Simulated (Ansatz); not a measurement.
`CO[SiH](O)F` → `OF` + `CO[SiH]` at 400 K and 1 bar (silylene formation by 1,1-elimination).

Computed with Ansatz on PBE0-D4/def2-TZVP structures; ΔE is electronic, products minus reactants. CCSD(T)/CBS adds triple-zeta CCSD(T) − MP2 to the extrapolated MP2 energy (def2 sets, frozen cores). This one scheme is used for every species. Each species was taken in one conformer, which may not be the lowest.

| species | CCSD(T)/CBS energy (Eh) | H − E (kJ/mol) | S (J/(mol·K)) |
| --- | --- | --- | --- |
| `CO[SiH](O)F` | -580.44380 | 213.7 | 382.5 |
| `OF` | -175.42775 | 51.1 | 236.7 |
| `CO[SiH]` | -404.67988 | 150.5 | 299.8 |

H − E and S are ideal-gas, rigid-rotor, harmonic terms from PBE0-D4/def2-TZVP, for one conformer and one mirror image of each species. 1 Eh = 2625.50 kJ/mol, R = 8.31446 J/(mol·K).

Question: By hand: ΔE, ΔH, ΔS and ΔG.

Answer: ΔE = (-175.42775) + (-404.67988) − (-580.44380) = 0.33617 Eh = 882.6 kJ/mol. Δ(H − E) = 51.1 + 150.5 − 213.7 = -12.1, so ΔH = 870.5 kJ/mol. ΔS = 236.7 + 299.8 − 382.5 = 154.0 J/(mol·K). ΔG = 870.5 − 400 × (154.0)/1000 = 808.9 kJ/mol.

Question: By hand: the equilibrium constant, and the temperature at which ΔG would vanish if ΔH and ΔS stayed fixed.

Answer: log₁₀ K = −ΔG/(RT ln 10) = -105.6. ΔG = 0 at ΔH/ΔS = 5653 K, far beyond where these terms or the molecules hold.

The number of gas molecules changes by +1, which sets the sign of ΔS. A doubt of 5 kJ/mol in ΔE shifts log₁₀ K by 0.7 here. Other conformers and mirror images would add mixing entropy, several J/(mol·K) or more a flexible species. These are equilibria of isolated gas molecules and say nothing of rates. Largest T1 diagnostic: 0.015 (customary marks: 0.02 for closed shells, 0.045 for open ones).
